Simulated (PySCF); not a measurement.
C7H8, SMILES C12C3CC4C(C13)C24.

Coordinates come from a r2SCAN-D4/def2-SVP optimisation. Other conformers were not sampled.

All values below come from SMD-M06-2X/def2-SVP (PySCF).

Solvation free energies are E(SMD) − E(gas) at the gas-phase geometry, for 1 M in both phases. In vacuum the dipole moment is 0.02 D.

Problem. Estimate the solvation free energies in water, ethanol, cyclohexanone. (The exact figures need the calculation; the answer reports its results.)

Solution. 
```csv
solvent,ΔG(solv) (kcal/mol),its non-electrostatic (CDS) part,dipole (D)
water,-1.8,0.8,0.02
ethanol,-6.2,-3.7,0.02
cyclohexanone,-6.4,-4.0,0.02
```
